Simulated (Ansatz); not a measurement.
CoO3F3H6⁻, relaxed as a quartet with UKS B3LYP-D4/def2-SVPD in Ansatz, starting from the GFN2-xTB (ALPB water) geometry. Force threshold 0.02 eV/Å.

In the quartet geometry the species has come apart into loosely held pieces.

Start:

```xyz
13

Co    0.4322   -0.3397   -0.6511
F    -0.5449   -0.3789   -2.3874
F     2.1336    0.5909   -1.1238
F     1.0173   -2.2310   -0.4195
O     1.0256    0.1216    1.5469
O    -1.4996   -1.0112    0.4415
O    -0.5991    1.7209   -0.3558
H     0.9922    1.0828    1.6346
H     1.9573   -0.1223    1.5312
H    -1.2349   -1.2619    1.3361
H    -1.6941   -1.8298   -0.0286
H    -1.5476    1.5453   -0.3034
H    -0.4378    2.1133   -1.2208
```

| step | energy (eV) | largest force component (eV/Å) | SCF passes |
| --- | --- | --- | --- |
| 1 | -52009.6567 | 1.113 | 110 |
| 2 | -52010.1334 | 1.278 | 55 |
| 3 | -52010.2730 | 2.014 | 47 |
| 4 | -52010.5219 | 0.312 | 53 |
| 5 | -52010.6196 | 0.511 | 53 |
| 6 | -52010.7129 | 1.332 | 58 |
| 7 | -52010.8576 | 1.461 | 56 |
| 8 | -52011.0132 | 1.248 | 53 |
| 9 | -52011.1470 | 1.201 | 54 |
| 10 | -52011.2484 | 0.401 | 52 |
| 11 | -52011.2975 | 0.593 | 51 |
| 12 | -52011.3094 | 1.045 | 52 |
| 13 | -52011.3568 | 0.407 | 46 |
| 14 | -52011.3814 | 0.225 | 44 |
| 15 | -52011.3929 | 0.223 | 47 |
| 16 | -52011.4031 | 0.398 | 47 |
| 17 | -52011.4079 | 0.270 | 53 |
| 18 | -52011.4182 | 0.232 | 47 |
| 19 | -52011.4225 | 0.232 | 47 |
| 20 | -52011.4227 | 0.103 | 45 |
| 21 | -52011.4268 | 0.057 | 47 |
| 22 | -52011.4282 | 0.017 | 52 |
| 23 | -52011.4285 | 0.017 | 44 |

Force components are those of the run's own axes.

End:

| atom | x (Å) | y (Å) | z (Å) |
| --- | --- | --- | --- |
| Co1 | 0.5458 | -0.5524 | -0.1445 |
| F2 | -1.2842 | 0.0211 | -0.4085 |
| F3 | 1.6683 | 0.4472 | -1.3430 |
| F4 | 0.7628 | -2.3548 | 0.3181 |
| O5 | 1.0650 | 0.9093 | 1.4104 |
| O6 | -2.0333 | -2.6806 | 0.0983 |
| O7 | -0.0660 | 2.3964 | -0.5381 |
| H8 | 0.6368 | 1.6491 | 0.8989 |
| H9 | 2.0099 | 1.0373 | 1.2542 |
| H10 | -1.0778 | -2.8287 | 0.2298 |
| H11 | -2.0613 | -1.7313 | -0.1162 |
| H12 | -0.7850 | 1.7236 | -0.5665 |
| H13 | 0.6191 | 1.9637 | -1.0929 |

Bonds lost: Co1–O6, Co1–O7 (atoms count from 1). The end holds 3 separate pieces.

The force fell under the threshold at step 22, but the optimiser went on. No frequencies were taken in this run, so the end may be a saddle point.

It took 3.1 min on 4 threads of Intel Xeon 6975P-C on a shared host, peak host memory 1.2 GiB.
